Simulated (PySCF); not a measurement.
**Ionisation energy of Yb⁶²⁺ by level of theory**

Yb⁶²⁺ [He] 2s2 2p4 (3P) → Yb⁶³⁺ [He] 2s2 2p3 (4S), as a difference of total energies. All numbers are calculated (PySCF 2.14, scalar relativity by spin-free X2C-1e, in an uncontracted even-tempered set (19 s from 38 bohr⁻², ratio 2.2; 13 p from 49 bohr⁻², ratio 2.2; 5 d from 200 bohr⁻², ratio 2.4; 5 f from 290 bohr⁻², ratio 2.4; 4 g from 440 bohr⁻², ratio 2.4)). Correlated levels: nothing frozen; virtual orbitals above 40 to 60 times the deepest correlated orbital energy dropped. The calculations carry no spin-orbit coupling.

```tsv
method	ionisation energy (eV)
UHF	14749.2
LDA	14741.4
PBE	14752.4
PBE0	14752.1
r2SCAN	14755.1
M06	14750.6
BP86	14755.3
MP2 (all electrons)	14751.0
SCS-MP2 (all electrons)	14751.2
```

Spin-orbit coupling is strong in these open shells (close to jj coupling). The scalar numbers leave it out and a first-order estimate fails, so it can dominate the gap to the real levels.

For this ion Breit and QED terms and the two-electron picture change, all absent here, outweigh the differences among the correlated methods.

For comparison: 14435 ± 15 eV (theoretical estimate listed by NIST; NIST Atomic Spectra Database, ionization energies).
